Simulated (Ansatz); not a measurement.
Start from `[NH]=[Nb]([OH])([OH])[F]` and change one atom or group to get `[NH]=[Nb]([NH2])([OH])[F]`.

Ansatz, PBE0-D4/def2-TZVP geometries, multiplicity 1. Each molecule was computed in one conformer, which needn't be the lowest.

Elements past krypton have def2 core potentials.

```tsv
property	`[NH]=[Nb]([OH])([OH])[F]`
LUMO energy (ωB97M-V/def2-TZVPP) / eV	0.75
LUMO energy (PBE/def2-TZVPP) / eV	-1.58
size of the dipole moment (ωB97M-V/def2-TZVPP) / D	2.89
LUMO energy (PBE0/def2-TZVPP) / eV	-0.75
size of the dipole moment (B3LYP/def2-TZVPP) / D	2.91
zero-point energy (PBE0-D4/def2-TZVP) / kJ/mol	112.2
```

(1) Give the same properties after the change, and the shifts. (An estimate is asked.)

## Answers

(1) The calculation gave: 
| property | `[NH]=[Nb]([NH2])([OH])[F]` | shift |
| --- | --- | --- |
| LUMO energy (ωB97M-V/def2-TZVPP) / eV | 0.88 | 0.13 |
| LUMO energy (PBE/def2-TZVPP) / eV | -1.55 | 0.03 |
| size of the dipole moment (ωB97M-V/def2-TZVPP) / D | 2.47 | -0.42 |
| LUMO energy (PBE0/def2-TZVPP) / eV | -0.70 | 0.05 |
| size of the dipole moment (B3LYP/def2-TZVPP) / D | 2.51 | -0.40 |
| zero-point energy (PBE0-D4/def2-TZVP) / kJ/mol | 143.4 | 31.2 |

With PBE0 the HOMO rises by 0.35 eV and the LUMO rises by 0.05 eV, so the gap narrows by about 0.30 eV. PBE moves the HOMO by 0.33 eV and ωB97M-V by 0.33 eV. The zero-point energy changes by 31.2 kJ/mol with +3 modes. Dipoles are sizes alone; their direction can turn.

B3LYP here is the variant with VWN-RPA as its local correlation; programs differ in this.
